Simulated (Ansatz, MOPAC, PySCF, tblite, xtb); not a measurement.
Scan of H₂Mg, singlet: map of symmetric stretch and bend. Scanned: Mg-H bond length and H-Mg-H angle.

Methods: GFN2-xTB, 300 K electronic temperature (tblite); RHF/def2-SVP (PySCF); FCI/def2-TZVP = full CI/def2-TZVP, frozen core in Ansatz (an electronic-structure program); RHF/def2-TZVP (Ansatz); MP2/def2-TZVP = MP2 on RHF/def2-TZVP, frozen core (Ansatz); CCSD/def2-TZVP = CCSD on RHF/def2-TZVP, frozen core run with Ansatz; CCSD(T)/def2-TZVP = CCSD(T) on RHF/def2-TZVP, frozen core (Ansatz); CCSDT/def2-TZVP = CCSDT on RHF/def2-TZVP, frozen core in Ansatz; CCSDT(Q)/def2-TZVP = Ansatz with CCSDT(Q) on RHF/def2-TZVP, frozen core; RKS-BLYP/def2-TZVP = restricted BLYP/def2-TZVP run with Ansatz; RKS-CAM-B3LYP/def2-TZVP = restricted CAM-B3LYP/def2-TZVP (Ansatz); RKS-PBE/def2-TZVP = restricted PBE/def2-TZVP in Ansatz; PM7, restricted, heats of formation (MOPAC); PM6, restricted, heats of formation (MOPAC); GFN1-xTB (xtb); RKS-B3LYP/6-31G* = PySCF with restricted B3LYP/6-31G*, spherical d; RHF/3-21G = restricted Hartree-Fock/3-21G run with PySCF; RKS-M06-2X/6-31G* = restricted M06-2X/6-31G*, spherical d (PySCF 2.14.0); RHF/6-31G* = restricted Hartree-Fock/6-31G*, spherical d run with PySCF.

Energies in mEh at chosen points (x: Mg-H bond length (Å); y: H-Mg-H angle (°)), relative to x = 1.72, y = 180:

| method | (1.45, 130.09) | (1.54, 112.23) | (1.88, 171.08) | (1.54, 79.43) | (1.80, 70) | (2.21, 171.08) | (1.96, 171.08) |
|---|---|---|---|---|---|---|---|
| GFN2-xTB | 17.7 | 17.2 | 8.7 | 61.5 | 74.8 | 34.8 | 14.4 |
| RHF | 51.2 | 46.5 | 9.7 | 99.2 | 101.8 | 55.7 | 18.4 |
| FCI/def2-TZVP | 47.5 | 41.5 | 9.0 | 88.4 | 87.9 | 50.6 | 17.2 |
| RHF/def2-TZVP | 50.2 | 44.7 | 9.7 | 96.9 | 99.8 | 56.8 | 18.7 |
| MP2/def2-TZVP | 47.8 | 42.3 | 9.9 | 91.2 | 93.6 | 55.8 | 18.8 |
| CCSD/def2-TZVP | 47.5 | 41.6 | 9.1 | 88.7 | 88.6 | 51.2 | 17.4 |
| CCSD(T)/def2-TZVP | 47.5 | 41.5 | 9.0 | 88.4 | 88.1 | 50.9 | 17.2 |
| CCSDT/def2-TZVP | 47.5 | 41.5 | 9.0 | 88.3 | 87.9 | 50.6 | 17.2 |
| CCSDT(Q)/def2-TZVP | 47.5 | 41.5 | 9.0 | 88.3 | 87.8 | 50.6 | 17.2 |
| RKS-BLYP/def2-TZVP | 46.6 | 40.5 | 8.5 | 87.4 | 87.5 | 48.3 | 16.2 |
| RKS-CAM-B3LYP/def2-TZVP | 45.1 | 40.4 | 10.5 | 89.0 | 93.2 | 56.3 | 19.5 |
| RKS-PBE/def2-TZVP | 47.8 | 41.0 | 7.9 | 86.7 | 85.6 | 47.1 | 15.4 |
| PM7 | 72.3 | 51.3 | 19.9 | 98.4 | 86.6 | 105.2 | 37.1 |
| PM6 | 87.4 | 62.1 | 13.0 | 106.8 | 86.3 | 85.3 | 26.7 |
| GFN1-xTB | 15.0 | 20.6 | 13.5 | 72.6 | 89.7 | 51.2 | 21.9 |
| RKS-B3LYP/6-31G* | 49.6 | 43.4 | 8.4 | 91.9 | 91.7 | 50.5 | 16.5 |
| RHF/3-21G | 58.3 | 51.7 | 8.1 | 104.3 | 102.8 | 54.0 | 16.5 |
| RKS-M06-2X/6-31G* | 47.7 | 42.0 | 9.5 | 90.7 | 92.2 | 54.2 | 18.1 |
| RHF/6-31G* | 54.1 | 47.9 | 8.6 | 101.0 | 101.6 | 54.5 | 17.1 |
